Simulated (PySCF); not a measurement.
CdFH3Si, SMILES [F][Cd][SiH3].

Geometry: PBE0-D3(BJ)/def2-TZVP. The def2 effective core potentials stand for the cores of Cd; spin–orbit coupling is left out.

The numbers are results of PBE/def2-TZVPD in PySCF, not measurements.

```
Quantity                                                                                                        Value
---------------------------------------------------------------------------------------------  ----------------------
total energy                                                                                       -558.73764 hartree
point group                                                                                                       C3v
highest occupied level                                                                                       -7.34 eV
lowest empty level                                                                                           -1.97 eV
orbital gap                                                                                                   5.36 eV
dipole moment                                                                                                  3.12 D
quadrupole, principal values (traceless, Buckingham form, about the centre of nuclear charge)  -12.64, 6.32, 6.32 D·Å
mean static polarisability                                                                       66.2 bohr³ (9.81 Å³)
polarisability, principal values                                                               53.5, 53.5, 91.4 bohr³
```
